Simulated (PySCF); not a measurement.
## How the method changes the constants of MgSn⁻

State: ⁴Σ⁻ (quartet), unpaired electrons σ ↑, π ↑↑. Set-up: PySCF, scalar-relativistic core potentials, basis sets Mg aug-cc-pVDZ, Sn aug-cc-pVDZ-PP with ECP28. De refers to Mg + Sn⁻ in their high-spin ground configurations, without counterpoise correction. The functionals are run spin-unrestricted. A positive dipole points towards Sn; it is taken about the centre of mass and depends on that origin. Levels whose curve was spin-contaminated or gave no clean fit are not listed.

```tsv
Level	Re (Å)	ωe (cm⁻¹)	De (eV)	μ (D)	CPU s a point (SCF and correlation, without the integrals)
ROHF	3.283	98.8	0.333	4.18	0.18
PBE	2.934	176	0.92	4.28	0.44
r²SCAN	2.908	184	0.96	4.11	0.61
r²SCANh	2.911	182	0.94	4.04	0.72
PBE0	2.931	174	0.87	4.18	0.89
MN15	2.952	161	0.82	4.25	0.75
ωB97X	2.907	180	0.92	4.00	0.8
B2PLYP	2.956	164	0.70	4.04	0.53
```

The bond length runs from 2.907 Å (ωB97X) to 3.283 Å (ROHF). De spans 0.33 eV (ROHF, mean field) to 0.96 eV (r²SCAN, meta-GGA).

Correlated steps freeze 5 core orbitals. These are scalar-relativistic numbers at best; spin–orbit coupling would shift them, the dissociation energy most. For an ion De counts to the pair picked by the measured ionisation energies or electron affinities, which need not be the lowest pair at this level. The highest Kohn–Sham level is positive in this anion. Much of that is self-interaction error, but it also means that the finite basis helps to hold the extra electron. B2PLYP dipoles, levels and charges come from its SCF part alone. The state is the lowest determinant that a PBE0 search found; another state may lie lower at other levels.

The whole job (state search and all levels along the bond) took about 1.6 min on 1 thread of Intel Xeon Platinum 8488C (shared host), peak memory 0.89 GiB.
